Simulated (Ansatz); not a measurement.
The same path of CH$_{7}$PSeSi (11 atoms, charge 0, multiplicity 1) was run twice with different band settings. The coordinate that changes most is the height of P4 over the plane of its neighbours.

These are results of Ansatz 0.2.0, RKS PBE-D4/def2-mTZVP, not measurements.

Relaxed end points:

```xyz
11
Properties=species:S:1:pos:R:3
C 0.320 2.077 0.330
Se -0.223 0.733 1.684
Si -0.818 -0.902 0.193
P 0.991 -1.558 -1.033
H 1.111 1.678 -0.313
H -0.546 2.380 -0.267
H 0.703 2.940 0.886
H -1.435 -1.987 1.019
H -1.831 -0.384 -0.786
H 0.289 -2.626 -1.693
H 1.505 -2.409 0.001
```

```xyz
11
Properties=species:S:1:pos:R:3
C 0.420 1.843 0.089
Se -0.178 0.748 1.629
Si -1.007 -1.010 0.404
P 0.447 -2.159 -0.920
H 1.214 1.326 -0.461
H -0.422 2.070 -0.574
H 0.816 2.775 0.506
H -1.565 -1.959 1.417
H -2.109 -0.554 -0.506
H 0.929 -0.990 -1.602
H 1.517 -2.146 0.038
```

Common settings: climbing image yes; spring 5.0 eV/Å²; optimiser quadratic models (default); start path IDPP; force threshold 0.05 eV/Å; iteration limit 60; end points relaxed.

| run | movable images |
| --- | --- |
| 1 | 7 |
| 2 | 3 |

(1) What does each run give, and how far can it be trusted?

## Answers

(1) Run 1: converged after 9 iterations, highest image 0.926 eV above the first end. A vibrational analysis at the climbing image gives one clearly imaginary mode, 657i cm⁻¹: a first-order saddle point.
Run 2: converged after 8 iterations, highest image 0.926 eV above the first end. Another band between the same ends (7 images) ends at a top of the same energy, where a vibrational analysis finds 1 clearly imaginary mode. So few images can step over the top or miss a turn of the path.
